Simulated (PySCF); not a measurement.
## Unknowns

[PySCF: geometry from GFN2-xTB; GIAO PBE0/pcSseg-1 shieldings; fast rotation and ring inversion assumed for equivalent nuclei; relativity neglected; in vacuum; one computed conformer]

Referencing at the same level of theory: 1H (31.72 ppm) and 13C (186.93 ppm) vs TMS. Splittings of carbon signals by F and P are missing where no couplings were computed. Where no couplings were computed, multiplicities follow the n + 1 count of equivalent neighbours, and m marks all less simple cases (inequivalent or close neighbours, rings, F or P nearby). Shifts are as computed. Against solution values, carbons near 30 ppm lie about +3 ppm off and those near 130 ppm about +5 ppm. Of 1211 compounds with measured shifts, 218 miss one by over three times the rms of a fit or turn the order of signals round; such compounds aren't used in these exercises.

Problem. C$_{4}$H$_{13}$FOSi$_{3}$. 1H NMR (500 MHz, computed): δ 5.90 (m, 1H), 5.67 (d, 2H), 5.36 (m, 1H), 5.16 (m, 2H), 4.56 (m, 1H), 0.19 (d, 6H). 13C{1H} NMR (computed): δ 180.4, 114.8, -5.6. Give a structure.

Solution. `C=C(F)[SiH2]O[SiH2][SiH](C)C`. The formula gives 1 degree of unsaturation (no ring in the answer). 3 carbon signals for 4 carbons: some carbons are equivalent by symmetry or fast rotation. Carbon types of the structure: 1 × C, 1 × CH2, 2 × CH3, leaving 5 H on heteroatoms. δC 180.4: fully substituted alkene carbon. δC 114.8: terminal =CH2 carbon; as expected for a trigonal carbon in a double bond. δC -5.6: methyl carbon bonded to Si; an electropositive neighbour leaves it electron-rich and shielded. δH 0.19: hydrogen on a methyl carbon bonded to Si; an electropositive neighbour shields it, as in TMS itself.

This is the structure that produced the data.

Problem. C$_{8}$H$_{13}$OP. 1H NMR (500 MHz, computed): δ 6.80 (m, 2H), 6.49 (m, 2H), 6.11 (m, 2H), 2.60 (m, 2H), 2.38 (m, 1H), 2.19 (m, 1H), 2.01 (m, 1H), 1.87 (m, 2H). 13C{1H} NMR (computed): δ 142.0 (CH2), 140.4 (CH), 34.2 (CH), 19.1 (CH2), 18.6 (CH2). Identify the compound.

Solution. `C1C(P(C=C)(=O)C=C)CC1`. 5 carbon signals for 8 carbons: some carbons are equivalent by symmetry or fast rotation. Carbon types of the structure: 3 × CH, 5 × CH2, which accounts for all hydrogens. δC 142.0: terminal =CH2 carbon; the olefinic region. δC 140.4: alkene CH; an sp2 carbon of a C=C bond. δH 6.80, 6.49: hydrogen on a terminal =CH2 carbon; a vinylic proton, deshielded by the sp2 carbon and the C=C anisotropy. δH 6.11: hydrogen on an alkene CH; olefinic region.

The shifts were computed for this structure.
